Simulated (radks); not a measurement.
Task: Sc XIV, configuration [He] 2s2 2p4 (the NIST ground configuration). All-electron calculation, scalar-relativistic Kohn-Sham, PBE, spin-polarised, spherical densities, finite nucleus; open shells are filled with parallel spins first; Fermi nuclear charge, rms radius 3.5459 fm. Program: a radial shooting solver on a logarithmic mesh with Libxc functionals. Some entries of the table are withheld. Estimate them.

orbital,occ.,eigenvalue (Ry),<1/r> (bohr^-1),r(max) (bohr)
1s up,1,-358.7956,20.79,0.04778
1s down,1,-358.2943,20.81,0.04775
2s up,1,-64.82846,4.548,0.2748
2s down,1,-63.92442,4.515,0.2757
2p up,3,-59.46100,4.457,0.2218
2p down,1,-58.39940,4.430,0.2230
3s up,0,-24.55090,1.795,0.7648
3s down,0,-24.32950,1.784,0.7695
3p up,0,(1),1.744,0.7444
3p down,0,(2),1.734,0.7504

Result: 
(1) 3p up eigenvalue (Ry): -22.92750
(2) 3p down eigenvalue (Ry): -22.68702
